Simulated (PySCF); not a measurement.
Isomers of C5H4ClNO, one GFN2-xTB conformer each. Single-point energies are computed at PBE0/pcSseg-1 (PySCF, gas phase, no added dispersion term), electronic only.

```csv
SMILES,GFN2-xTB relative energy (kJ/mol)
[O-][n+]1ccc(Cl)cc1,165.5
Oc1cccc(Cl)n1,0.0
Oc1ccnc(Cl)c1,24.6
C#C/C(Cl)=C\C(N)=O,255.3
Oc1ccc(Cl)cn1,8.0
```

Conformers: `[OH:1][c:2]1[cH:3][cH:4][cH:5][c:6]([Cl:7])[n:8]1` with H–O1–C2–C3 180°; `[OH:1][c:2]1[cH:3][cH:4][n:5][c:6]([Cl:7])[cH:8]1` with H–O1–C2–C3 0°; `[CH:1]#[C:2]/[C:3]([Cl:4])=[CH:5]\[C:6]([NH2:7])=[O:8]` with C3–C5–C6–N7 180°, C5–C6–N7–H 0° and 180°; `[OH:1][c:2]1[cH:3][cH:4][c:5]([Cl:6])[cH:7][n:8]1` with H–O1–C2–C3 180°.

Q: What does PBE0/pcSseg-1 give for the same structures?

A: 
```
             SMILES  PBE0/pcSseg-1 E (Eh)  PBE0/pcSseg-1 (kJ/mol)  GFN2-xTB (kJ/mol)  point group
      Oc1cccc(Cl)n1            -782.55025                     0.0                0.0           Cs
      Oc1ccc(Cl)cn1            -782.54590                    11.4                8.0           Cs
      Oc1ccnc(Cl)c1            -782.53746                    33.6               24.6           Cs
[O-][n+]1ccc(Cl)cc1            -782.47225                   204.8              165.5          C2v
 C#C/C(Cl)=C\C(N)=O            -782.45853                   240.8              255.3           Cs
```

Both levels put the same isomer lowest; measured from each level's own lowest isomer, the values differ by up to 39.3 kJ/mol ([O-][n+]1ccc(Cl)cc1: 165.5 against 204.8). As drawn, the lowest has an aromatic ring and an O–H bond, which the highest lacks; the highest has a C=O bond, a C≡C bond and an N–H bond, which the lowest lacks.

Q: Which frontier levels, dipoles and rotational constants go with these structures?

A: 
```csv
SMILES,"HOMO (eV, PBE0/pcSseg-1)",LUMO (eV),dipole (D),"A, B, C (MHz)"
Oc1cccc(Cl)n1,-7.12,-1.07,1.84,"3416, 1307, 945.5"
Oc1ccc(Cl)cn1,-6.97,-1.15,0.84,"5851, 1013, 863.2"
Oc1ccnc(Cl)c1,-7.60,-0.86,4.29,"3685, 1226, 920.2"
[O-][n+]1ccc(Cl)cc1,-6.48,-1.47,2.39,"5981, 1014, 866.9"
C#C/C(Cl)=C\C(N)=O,-7.43,-2.02,2.77,"2731, 1167, 817.7"
```
